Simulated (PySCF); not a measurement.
B(Br)(NH2)2 (BBrH4N2), SMILES NB(N)Br.

Geometry optimised at PBE0-D3(BJ)/def2-SVP. The structure was generated by enumeration, and PubChem lists no compound with its InChIKey, so it may never have been made. The values are those of a single conformer.

Method: PySCF with TDA-PBE/def2-SVPD.

Vertical excitations. Isolated molecule, no solvent. State labels are in the subgroup C2v.

Question: Give excitation energies, oscillator strengths and character. (The exact figures need the calculation; the answer reports its results.)

Answer: 
| state | symmetry | energy (eV) | λ (nm) | f | main pairs |
|---|---|---|---|---|---|
| S1 | A2 | 5.56 | 223 | 0.000 | HOMO→LUMO 100 % |
| S2 | B1 | 5.92 | 209 | 0.001 | HOMO−1→LUMO 100 % |
| S3 | B2 | 6.09 | 203 | 0.038 | HOMO−2→LUMO 100 % |
| S4 | A2 | 6.56 | 189 | 0.000 | HOMO→LUMO+1 100 % |
| S5 | B1 | 6.76 | 183 | 0.022 | HOMO→LUMO+3 99 % |
| S6 | A2 | 6.95 | 178 | 0.000 | HOMO→LUMO+4 100 % |
| S7 | B1 | 7.04 | 176 | 0.003 | HOMO−1→LUMO+1 99 % |
| S8 | A2 | 7.10 | 175 | 0.000 | HOMO−1→LUMO+3 83 %, HOMO−2→LUMO+2 17 % |
| S9 | A2 | 7.16 | 173 | 0.000 | HOMO−2→LUMO+2 83 %, HOMO−1→LUMO+3 17 % |
| S10 | A1 | 7.24 | 171 | 0.051 | HOMO−1→LUMO+2 51 %, HOMO−2→LUMO+3 47 % |
| T1 | A2 | 5.39 | 230 | 0 | HOMO→LUMO 100 % |
| T2 | B1 | 5.84 | 212 | 0 | HOMO−1→LUMO 99 % |
| T3 | B2 | 6.02 | 206 | 0 | HOMO−2→LUMO 100 % |
| T4 | B2 | 6.19 | 200 | 0 | HOMO→LUMO+2 99 % |
Triplets are in the Tamm–Dancoff approximation.
